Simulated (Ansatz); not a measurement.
The same molecule with X = F, Cl, Br. Ansatz, PBE0-D4/def2-TZVP geometries, multiplicity 1. Each molecule was computed in one conformer, which needn't be the lowest.

Scalar relativity is left out up to krypton.

```
 X   molecule  mean X–B bond length / Å  HOMO–LUMO gap (B3LYP/def2-TZVPP) / eV  HOMO–LUMO gap (ωB97M-V/def2-TZVPP) / eV  LUMO energy (ωB97M-V/def2-TZVPP) / eV
 F   `FB(S)S`                     1.328                                   6.91                                    11.56                                   1.75
Br  `SB(S)Br`                     1.920                                   6.26                                    10.81                                   0.89
```

Q: Give the row for X = Cl, `SB(S)Cl`. (Estimate.)

A: Ansatz gave: 
| X | molecule | mean X–B bond length / Å | HOMO–LUMO gap (B3LYP/def2-TZVPP) / eV | HOMO–LUMO gap (ωB97M-V/def2-TZVPP) / eV | LUMO energy (ωB97M-V/def2-TZVPP) / eV |
| --- | --- | --- | --- | --- | --- |
| Cl | `SB(S)Cl` | 1.756 | 6.36 | 10.95 | 1.07 |

From F to Br the mean X–B bond length rises at each step, by 0.592 Å in all; the HOMO–LUMO gap (B3LYP/def2-TZVPP) falls at each step, by 0.65 eV in all; the HOMO–LUMO gap (ωB97M-V/def2-TZVPP) falls at each step, by 0.75 eV in all; the LUMO energy (ωB97M-V/def2-TZVPP) falls at each step, by 0.86 eV in all. Bonds lengthen as the atom grows down the group.

B3LYP here is the variant with VWN-RPA as its local correlation; programs differ in this.

Spin–orbit coupling is left out; it splits and shifts lone-pair levels of the heavy atoms by tenths of an eV.
